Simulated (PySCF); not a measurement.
Polarisability and C₆ of Si(2+) (silicon, charge +2)

[Ne] 3s1 3p1, high-spin 3P determinant (an excited configuration). All numbers are calculated (PySCF 2.14, scalar relativity by spin-free X2C-1e, in aug-cc-pVTZ-DK (6s5p3d2f, 50 functions)). Coupled (time-dependent) response in atomic units; α is the mean over directions.

| method | mean α (bohr³) | α xx, yy, zz | C₆ (like pair) | S(−4) |
| --- | --- | --- | --- | --- |
| UHF | 10.56 | 11.67, 8.341, 11.67 | 33.60 | 68.81 |
| PBE | 10.31 | 11.13, 8.674, 11.13 | 32.34 | 66.44 |
| PBE0 | 10.34 | 11.26, 8.519, 11.26 | 32.50 | 66.78 |
| wB97M-V | 10.40 | 11.23, 8.732, 11.23 | 31.89 | 71.51 |
| B97-3 | 10.28 | 11.17, 8.496, 11.17 | 32.24 | 65.88 |

S(−4) is the Cauchy moment in α(ω) = α(0) + S(−4) ω² + …

α(iu) at wB97M-V:

```csv
u (hartree),α(iu) (bohr³)
0,10.40
0.0500,10.22
0.100,9.734
0.200,8.186
0.300,6.499
0.500,3.965
0.750,2.294
1.00,1.471
1.50,0.7585
2.00,0.4732
3.00,0.2470
5.00,0.1099
```

A single London oscillator, α(iu) = α/(1 + u²/ω²), gives C₆ = (3/4) ω α². Matching the computed C₆ needs ω = 4 × 31.89 / (3 × 10.40²) = 0.393 hartree.

For an ion, C₆ is the dispersion term alone; charge-induced terms of lower order in 1/R come first.

The components differ because the open shell of this determinant is not spherical; for a pure term their mean is the scalar polarisability.
